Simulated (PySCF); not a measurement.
PySCF 2.14 output of an unrestricted TPSSh calculation on a single atom or ion in aug-cc-pVTZ, with no relativity, point nucleus:

```
SCF conv_tol = 1e-09
number electrons alpha = 16  beta = 9
    V. N. Staroverov, G. E. Scuseria, J. Tao, and J. P. Perdew.,  J. Chem. Phys. 119, 12129 (2003)
cycle= 1 E= -1150.93071359894  delta_E= -0.0104  |g|= 0.0719  |ddm|= 2.06
cycle= 2 E= -1150.92974888005  delta_E= 0.000965  |g|= 0.101  |ddm|= 0.617
cycle= 3 E= -1150.93199622187  delta_E= -0.00225  |g|= 0.00153  |ddm|= 0.311
cycle= 4 E= -1150.93199714696  delta_E= -9.25e-07  |g|= 0.00132  |ddm|= 0.0616
cycle= 5 E= -1150.93199763825  delta_E= -4.91e-07  |g|= 2.13e-05  |ddm|= 0.0109
cycle= 6 E= -1150.93199763835  delta_E= -1.02e-10  |g|= 1.55e-06  |ddm|= 0.000409
converged SCF energy = -1150.93199763835  <S^2> = 15.750185  2S+1 = 8.0000463
```

The run itself started from symmetry-adapted Hartree-Fock orbitals and held the occupation by maximum overlap, on a logarithmic radial grid, so the iterations belong to that start.

Which element, charge and spin multiplicity is this?

Mn (manganese, neutral), multiplicity 8; the state was [Ar] 3d5 4s1 4p1, high-spin 8P determinant (an excited configuration).
